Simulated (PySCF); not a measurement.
Gas-phase reaction: 2 SiHI₃ + 2 Si₂H₅ + 3 H₂ = 6 SiH₃I

Energies from PySCF, thermal terms from the rigid-rotor harmonic-oscillator model, ideal gas at 1 bar. † marks an energy on the PBE0/def2-TZVP geometry and frequencies; other levels use their own. Open shells (unrestricted): Si₂H₅ (multiplicity 2); the rest are closed-shell singlets. I: scalar-relativistic def2 core potential, no spin-orbit coupling. Si₂H₅: computed as isolated molecules; such fragments, hydroxides, amides, oligomers or adducts are transient or little studied in the gas.

PBE0/def2-TZVP gives ΔH°(298 K) = -316 kJ.

Q: What do ωB97M-V/def2-TZVP†, M06-2X/def2-TZVP†, PBE0/def2-SVP† give?

A: ωB97M-V/def2-TZVP†: -353 kJ; M06-2X/def2-TZVP†: -332 kJ; PBE0/def2-SVP†: -333 kJ. For scale, ΔH°(298 K) is -316 kJ at this level, -353 kJ at ωB97M-V/def2-TZVP†, and runs from -723 to -285 kJ over the 18 levels computed († marks an energy on the PBE0/def2-TZVP geometry).
